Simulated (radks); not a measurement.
The numbers below are computed, except where a source is named.
Coherent X-ray form factor from a spherical all-electron density. Code: a radial shooting solver on a logarithmic mesh with Libxc functionals. Model: Dirac Kohn-Sham, PBE, spin-unpolarised, spherical densities, finite nucleus; Fermi nuclear charge, rms radius of each element as measured or else 0.836 A^(1/3) + 0.57 fm.

| sin(theta)/lambda (1/angstrom) | f0 (electrons) |
|---|---|
| 0.05 | 8.807 |
| 0.1 | 8.274 |
| 0.15 | 7.517 |
| 0.2 | 6.663 |
| 0.25 | 5.813 |
| 0.3 | 5.029 |
| 0.4 | 3.760 |
| 0.5 | 2.888 |
| 0.6 | 2.325 |
| 0.8 | 1.744 |
| 1 | 1.485 |
| 1.25 | 1.287 |
| 1.5 | 1.117 |
| 2 | 0.807 |

The species is in the configuration that NIST lists as its ground one. Which atom or ion scatters so?

Answer. Neutral fluorine, [He] 2s2 2p5. Extrapolating in s^2 from the first two rows gives f0(0) = 9.0, near the electron count 9; among species with that count, the fall with angle is slower the higher Z, and the table is that of Z = 9; from so few rows the species is fixed only to a neighbour or two.
